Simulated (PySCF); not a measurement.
Bonds: C1-C2, C2-C3, C3-Si4, Si4-C5, C5-C6, C5-C7, C5-C8, C8-N9. C1 carries H10, H11, H12; Si4 carries H13, H14; C6 carries H15, H16, H17; C7 carries H18, H19, H20; C8 carries H21; N9 carries H22.

PySCF calculation with GFN2-xTB geometry and NMR shieldings at PBE0/pcSseg-1/GIAO; one computed conformer, non-relativistic, no solvent, averaged over atoms made equivalent by symmetry, fast rotation or ring inversion.

References, each an isolated molecule treated in the same way: TMS for 13C (186.93 ppm) and 1H (31.72 ppm) and 29Si (349.16 ppm); 15N (267.73 ppm) against NH3.

```csv
atoms,nucleus,count,Hirshfeld charge,δ (ppm)
C3,13C,1,-0.18,80.6
H15/H16/H17/H18/H19/H20,1H,6,0.04,1.24
C5,13C,1,-0.06,?
C8,13C,1,0.04,182.4
H13/H14,1H,2,-0.07,4.18
C2,13C,1,-0.02,115.6
N9,15N,1,-0.24,?
H22,1H,1,0.10,10.62
C6/C7,13C,2,-0.12,21.7
Si4,29Si,1,0.35,-53.0
H21,1H,1,0.04,?
C1,13C,1,-0.09,?
H10/H11/H12,1H,3,0.06,2.13
```

Task: Estimate the values marked ?.

Result: 
- C5: 36.2 ppm, carbon bonded to 3 C, Si
- C1: 6.0 ppm, carbon bonded to C, 3 H
- H21: 7.96 ppm, hydrogen on a carbon bonded to C, N
- N9: 344.7 ppm, nitrogen bonded to C, H

OH/NH shifts are gas-phase values; hydrogen bonding in solution moves them, usually downfield. Shifts are as computed. Against solution values, carbons near 30 ppm lie about +3 ppm off and those near 130 ppm about +5 ppm. Of 1211 compounds with measured shifts, 218 miss one by over three times the rms of a fit or turn the order of signals round; such compounds aren't used in these exercises. Experimental scales use liquid or dissolved standards, which lie at an offset from isolated NH3 (liquid NH3: subtract about 20 ppm). Unscaled 15N shifts of sp2 nitrogen come out 20 to 40 ppm too high even then.
